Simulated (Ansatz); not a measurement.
`B[Si](O)(F)Cl` + CH₄ → `B[Si](C)(F)Cl` + H₂O  (formal exchange of groups at the Si–O bond)

Program: Ansatz. Geometries: PBE0-D4/def2-TZVP. ΔE: electronic, gas phase. CCSD(T)/CBS adds triple-zeta CCSD(T) − MP2 to the extrapolated MP2 energy (def2 sets, frozen cores). This one scheme is used for every species. Functionals use def2-TZVPP. B3LYP here is the variant with VWN-RPA as its local correlation; programs differ in this. One conformer a species, not always the lowest.

`B[Si](O)(F)Cl`:

Z-matrix (Å, degrees):
```
Si
O 1 1.624
F 1 1.594 2 108.7
B 1 1.994 2 112.3 3 128.0
Cl 1 2.059 2 111.3 3 -115.6
H 2 0.960 1 119.5 3 51.1
H 4 1.193 1 120.7 2 -150.9
H 4 1.193 1 120.1 2 33.8
```

CH₄:

Z-matrix (Å, degrees):
```
C
H 1 1.090
H 1 1.090 2 109.5
H 1 1.090 2 109.5 3 -120.0
H 1 1.090 2 109.5 3 120.0
```

`B[Si](C)(F)Cl`:

Cartesian coordinates in Å:
```
B 1.259 1.248 0.629
Si 0.398 -0.426 -0.038
C -1.439 -0.516 -0.226
F 0.866 -1.730 0.762
Cl 1.284 -0.503 -1.908
H 0.788 2.313 0.362
H 2.301 1.218 1.211
H -1.803 0.327 -0.818
H -1.726 -1.443 -0.727
H -1.927 -0.488 0.752
```

H₂O:

Cartesian coordinates in Å:
```
O -0.168 0.314 0.157
H -0.148 0.064 -0.769
H 0.316 -0.378 0.612
```

```tsv
level	ΔE (kcal/mol)	difference from CCSD(T)/CBS
PBE-D4	24.6	-1.5
PBE0-D4	25.2	-0.9
B3LYP-D4	27.5	1.4
ωB97M-V	26.8	0.7
B2PLYP	28.2	2.1
PBE	25.1	-1.0
r2SCAN	27.3	1.2
CCSD/def2-TZVPP	27.2	1.1
MP2/def2-QZVPP	26.6	0.5
MP2/CBS(def2)	26.3	0.2
CCSD(T)/CBS	26.1	0
```

Largest T1 diagnostic among the species: 0.011.

The D4 term adds −0.8 kcal/mol with B3LYP and −0.5 kcal/mol with PBE0; it sums over pairs of atoms, weighted by their polarisabilities, and B3LYP, whose exchange is more repulsive, gets the larger term. In def2-TZVPP, CCSD(T) changes the Hartree–Fock value by −4.2 kcal/mol (the triples alone add −0.4 kcal/mol) and MP2 by −4.0 kcal/mol.
